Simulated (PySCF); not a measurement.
Sb: ionisation energy

Sb [Kr] 4d10 5s2 5p3 (4S) → Sb⁺ [Kr] 4d10 5s2 5p2 (3P), as a difference of total energies. Calculation: PySCF 2.14, in cc-pVTZ-PP with ECP28MDF; a scalar-relativistic core potential. Correlated levels: valence: 4s2 4p6 4d10 frozen. The calculations carry no spin-orbit coupling.

| method | ionisation energy (eV) |
| --- | --- |
| UHF | 8.597 |
| M06-2X | 8.982 |
| BP86 | 9.075 |
| MP2 (valence) | 9.000 |
| SCS-MP2 (valence) | 8.878 |
| CCSD (valence) | 8.983 |
| CCSD(T) (valence) | 9.012 |

Task: How much does correlation contribute at CCSD(T) (valence)?

Result: 9.012 − (8.597) = 0.415 eV, measured against UHF.

Errors of the correlated levels include the incompleteness of this basis and the frozen core.

For comparison: 9.124 eV (measured; NIST levels, between the centres of gravity of the two terms).
